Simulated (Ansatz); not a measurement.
Geometry optimisation, RHF/def2-SVP (Ansatz).

The input (input.yaml):

```yaml
crystal:
  periodic: [false, false, false]
  atoms:
    - { symbol: Ge, position_ang: [-0.051004, -0.434789, -0.476753] }
    - { symbol: C, position_ang: [0.298652, -0.146879, 2.671199] }
    - { symbol: H, position_ang: [-0.788859, -0.091893, 2.703997] }
    - { symbol: H, position_ang: [0.686898, -0.181721, 3.689973] }
    - { symbol: H, position_ang: [0.694657, 0.737928, 2.174242] }
    - { symbol: H, position_ang: [1.238302, 0.3937, -0.512149] }
    - { symbol: H, position_ang: [-1.200261, 0.41195, 0.075279] }
    - { symbol: H, position_ang: [-0.403427, -0.866221, -1.909644] }
    - { symbol: H, position_ang: [0.169867, -1.676404, 0.407848] }
    - { symbol: H, position_ang: [0.594676, -1.049969, 2.124307] }
basis:
  gaussian: { orbitals: def2-SVP }
hamiltonian:
  xc: hf
relax:
  f_tol: 0.03
  max_steps: 50
output:
  orbitals: {}
```

Run as:

```bash
$ ansatz run input.yaml --threads 1 --pin off --max-ram 2048MiB --backend cpu --events-out ev --progress --plain --runs-dir out
```

Q: Where does it end, and by what steps?

A: The forces met the threshold. The force dipped under the threshold on the way, but the program's further checks kept it going. After 9 steps the energy has fallen by 0.335 eV; H9 moved furthest, 1.04 Å.

| step | energy less start (eV) | largest force component (eV/Å) | accepted |
| --- | --- | --- | --- |
| 0 | 0.0000 | 0.623 | yes |
| 1 | -0.1915 | 0.193 | yes |
| 2 | -0.2870 | 0.083 | yes |
| 3 | -0.3220 | 0.150 | yes |
| 4 | -0.3251 | 0.409 | yes |
| 5 | -0.3316 | 0.008 | yes |
| 6 | -0.3334 | 0.040 | yes |
| 7 | -0.3348 | 0.034 | yes |
| 8 | -0.3353 | 0.014 | yes |
| 9 | -0.3354 | 0.030 | yes |

```xyz
10
Properties=species:S:1:pos:R:3
Ge -0.186 -0.535 -1.239
C 0.433 -0.044 3.431
H -0.644 -0.042 3.263
H 0.635 0.099 4.492
H 0.891 0.764 2.862
H 1.116 0.257 -1.064
H -1.347 0.223 -0.584
H -0.472 -0.713 -2.736
H -0.036 -1.915 -0.587
H 0.849 -0.998 3.109
```

The run took 26 s on 1 thread of Arm Neoverse N1 (shared host), peak memory 0.15 GiB.
